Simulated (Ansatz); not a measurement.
Frontier orbitals of C4H9BrSi (`C=C[SiH](Br)CC`).

Charge 0, multiplicity 1. Correlated methods include outer-core shells of Br, which these sets cover unevenly. Scalar relativity is left out up to krypton. Geometry: relaxed with PBE0-D4/def2-TZVP. It is one conformer, not always the lowest. Basis def2-TZVPP, Ansatz.

Orbital energies of one run (eV). Highest occupied ones, from the top: -7.93, -8.03, -8.33, -9.01, -9.43, -9.93, -10.27, -10.93, -11.48, -12.07, -12.58, -13.26, -14.29, -16.58. Empty: -0.88, 0.70, 1.23, 1.60, 1.83, 2.12.

(1) Which functional gave them?
A. HSE06 (plane-wave form)
B. ωB97M-V
C. r2SCANh
D. PBE0

Answers

(1) D. HOMO energies: PBE0 -7.93, HSE06 -7.53, ωB97M-V -10.13, r2SCANh -7.45 eV.
